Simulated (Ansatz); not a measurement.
Computed with Ansatz on PBE0-D4/def2-TZVP structures; ΔE is electronic, products minus reactants. CBS: MP2 limit from def2 TZ/QZ plus the TZ coupled-cluster correction, frozen cores. This one scheme is used for every species. DFT in def2-TZVPP. For Se outer-core shells are correlated without core-valence functions, which leaves a few kJ/mol of doubt a bond. Scalar relativity is left out up to krypton. One conformer a species, not always the lowest.

`F[Si]1([SeH])CO1` + `C[SiH3]` → `[SiH3]C[SeH]` + `F[SiH]1CO1`  (formal exchange of groups at the Se–Si bond)

Is it downhill or uphill in electronic energy at CCSD(T)/CBS, and by how much? (An estimate is asked.)

The calculation gave: Uphill: ΔE = +1.18 eV.

What do these levels give: r2SCAN-D4, PBE0-D4, ωB97X-V, PBE0, SCS-MP2/def2-QZVPP, HF/CBS(def2)? (Best estimate.)

The calculation gave: r2SCAN-D4 1.27, PBE0-D4 1.24, ωB97X-V 1.18, PBE0 1.23, SCS-MP2/def2-QZVPP 1.15, HF/CBS(def2) 1.17 eV.

Largest T1 diagnostic among the species: 0.013.
